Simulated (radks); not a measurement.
Question: These are the eigenvalues of the occupied orbitals of an atom or ion with whole-number occupations (hartree). Calculated with a radial shooting solver on a logarithmic mesh with Libxc functionals: Dirac Kohn-Sham, PBE, spin-unpolarised, spherical densities, point nucleus.

| orbital | eigenvalue |
|---|---|
| 1s1/2 | -1315.262 |
| 2s1/2 | -206.7628 |
| 2p1/2 | -194.5509 |
| 2p3/2 | -181.6028 |
| 3s1/2 | -43.44261 |
| 3p1/2 | -38.34302 |
| 3p3/2 | -35.86034 |
| 3d3/2 | -26.90554 |
| 3d5/2 | -26.37821 |
| 4s1/2 | -8.66663 |
| 4p1/2 | -6.83904 |
| 4p3/2 | -6.33538 |
| 4d3/2 | -3.36813 |
| 4d5/2 | -3.28501 |
| 5s1/2 | -1.59782 |
| 5p1/2 | -1.13924 |
| 5p3/2 | -1.07329 |
| 4f5/2 | -0.29492 |

Which element is it, and in what charge state? The configuration may be excited. Open shells, if any, fill j = l - 1/2 first.

Answer: Z = 55, caesium, charge +2: Cs2+ in [Kr] 4d10 5s2 5p3 4f2. The list shows which subshells hold electrons but not how many an open one holds; the 1s level, -1315.3 hartree, gives Z - s = 51.3 by -(Z - s)^2/2, which with screening and relativity narrows Z to a few neighbours, and the depths of the outer levels then fix element, charge and occupations together.
